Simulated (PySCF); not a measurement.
PBE on I²⁺ (iodine, charge +2)

Configuration: [Kr] 4d10 5s2 5p3, high-spin 4S determinant. Computed with PySCF 2.14 in aug-cc-pVTZ-PP with ECP28MDF (6s5p4d2f, 55 functions), with scalar relativity through the core potential.

| Property | Result |
| --- | --- |
| Total energy | -294.5965 hartree |
| One-electron energy | -495.9009 hartree |
| Hartree (Coulomb) energy | 222.7571 hartree |
| Exchange-correlation energy | -21.4527 hartree |
| ⟨S²⟩ | 3.7506 |
| ⟨L²⟩ | 0.000 |
| Sum of ⟨r⟩ | 26.11 bohr |
| Sum of ⟨r²⟩ | 39.86 bohr² |

```tsv
shell	electrons	mean orbital energy (eV)	rms radius, mean of both spins (bohr)
4s α	1	-200.67	0.795
4s β	1	-200.38	0.795
4p α	3	-147.23	0.854
4p β	3	-146.93	0.854
4d α	5	-70.282	1.00
4d β	5	-69.826	1.00
5s α	1	-37.032	1.98
5s β	1	-34.545	1.98
5p α	3	-25.464	2.33
```

Energies and moments cover only the electrons outside the core potential.
